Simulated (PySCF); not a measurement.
**Relaxation of doublet PtS₂⁻**

These are results of UB3LYP/[Pt def2-SVPD with ECP60, S def2-SVPD], scalar-relativistic core potentials, density fitting, no spin–orbit coupling, PySCF, not measurements. A (50,194) grid was used.

A hand-made side-on start, of C2v symmetry, held to at least that symmetry:

```xyz
3
charge -1 multiplicity 2, angstrom
Pt    0.0000    0.0000   -0.5130
S     1.0000    0.0000    1.5640
S    -1.0000    0.0000    1.5640
```

What does it relax to?

It ends at C2v with Pt–S 2.333 Å (×2), S–S 2.287 Å; Pt–S–S 60.7° (×2), S–Pt–S 58.7°. A frequency run shows 1 imaginary mode, down to 67i cm⁻¹, so it is a saddle point. Other isomers or separated fragments may lie lower.

How much energy is released, and in how many steps?

36.8 kJ/mol in 7 steps.

With open d or f shells other occupations or spin states may lie lower. No spin–orbit coupling is included, which matters more the heavier the element.

The relaxation took of the order of 40 core-seconds on a shared host.
